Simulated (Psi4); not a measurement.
C$_{7}$H$_{15}$ (SMILES [CH2]CCCCCC), doublet, geometry from GFN2-xTB. Base run: MP2/6-31G (Psi4).

The Psi4 input:
```
memory 2 GB

molecule {
0 2
  C    -3.79960200    0.59362564    0.17025219
  C    -2.63710761   -0.30239899    0.24571129
  C    -1.30646791    0.45745751    0.01330876
  C    -0.10284843   -0.47579306    0.09242423
  C     1.21013348    0.27000167   -0.13618399
  C     2.41919583   -0.65937307   -0.05815621
  C     3.72585021    0.09031963   -0.28700034
  H    -4.10658725    1.15965248    1.02828649
  H    -4.23791651    0.83713884   -0.77813112
  H    -2.70957675   -1.08536757   -0.51386921
  H    -2.58275255   -0.77391729    1.23058190
  H    -1.21309436    1.24403298    0.76466387
  H    -1.33906876    0.93466961   -0.96809833
  H    -0.20528774   -1.26411589   -0.65732188
  H    -0.07940277   -0.95497214    1.07421017
  H     1.31303744    1.05841198    0.61327833
  H     1.18718533    0.74934894   -1.11780174
  H     2.31696880   -1.44747700   -0.80776773
  H     2.44282725   -1.13839836    0.92339967
  H     4.57318442   -0.58881017   -0.22735253
  H     3.72984096    0.55881790   -1.26883953
  H     3.85572110    0.86794977    0.46262601
}

set basis 6-31g
set reference uhf

energy('mp2')
print_variables()
```

Variants of this job, named by their change:

```tsv
change	ΔE vs base (mEh)	MP2 correlation (Eh)	basis functions	core-seconds (rough)	outcome
base	0.000	-0.62763	93	10	converged
method = omp2	-3.352	-0.62763	93	100	converged
freeze_core = on	9.509	-0.61812	93	10	converged
cc_type = df	0.000	-0.62763	93	10	converged
method = mp3	-64.176	-0.62763	93	30	converged
puream = off	-0.026	-0.62765	93	10	converged
method = scs-mp2	-10.340	-0.62775	93	30	converged
method = cisd	-	-	-	-	input refused
method = ccsd(t)	-	-	93	-	cut at the time limit
method = lccd	-	-	93	-	cut at the time limit
```

Open shells are given as the SCF converged; they aren't shown to be the lowest states, and a large step between rows can be another state.

- method = cisd: ended with `psi4.driver.p4util.exceptions.MissingMethodError: Method=cisd is not available for any derivative level under conditions CI_TYPE=CONV, REFERENCE=UHF, FREEZE_CORE=FALSE, QC_MODULE=(auto). See https://psicode.org/psi4manual/master/introduction.html#ss-cisd. Or d`
